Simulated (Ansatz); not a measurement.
How methods differ on AlCl2F (SMILES [F][Al]([Cl])[Cl])

AlCl2F has 4 atoms, charge 0, and is taken as a singlet. As SMILES, `[F][Al]([Cl])[Cl]`. The shape is that of a PBE0-D4/def2-TZVP optimisation.

```xyz
4

F     0.0874    0.3882    1.6824
Al    0.0048    0.0215    0.0936
Cl    1.2230   -1.4637   -0.6634
Cl   -1.3153    1.0539   -1.1125
```

Quantity: the energy change with the F1–Al2 bond stretched from 1.633 to 2.449 Å, in eV. The values are calculated.

```csv
level,kind,program,value (eV),less FCI/STO-3G,CPU time (all runs)
r2SCAN/STO-3G (restricted),meta-GGA,Ansatz,4.46,+0.71,9.2 s
CAM-B3LYP/STO-3G (restricted),range-separated hybrid,Ansatz,4.81,+1.06,4.3 s
HSE06/STO-3G (restricted),range-separated hybrid,Ansatz,4.60,+0.85,4.3 s
wB97M-V/STO-3G (restricted),range-separated hybrid,Ansatz,4.81,+1.06,62 s
wB97X/STO-3G (restricted),range-separated hybrid,Ansatz,4.82,+1.07,15 s
B2PLYP/STO-3G (restricted),double hybrid,Ansatz,4.59,+0.84,5.1 s
RPA@PBE/STO-3G (restricted),RPA,Ansatz,3.75,0.00,5.7 s
CCSDT/STO-3G (restricted),coupled cluster or CI,Ansatz,3.75,0.00,1.6 s
FCI/STO-3G,exact in the basis,Ansatz,3.75,0.00,27 s
```

FCI/STO-3G is exact within its basis and frozen core, so for wave-function methods in that basis the difference is their error; functionals converge differently with the basis, so for them it is only a difference. The first shape isn't each level's own minimum. The values span 3.75 to 4.82 eV. All rows use very small basis sets, so none should be taken for the real molecule's value. CPU times are rough (shared hosts, several kinds of processor and program).
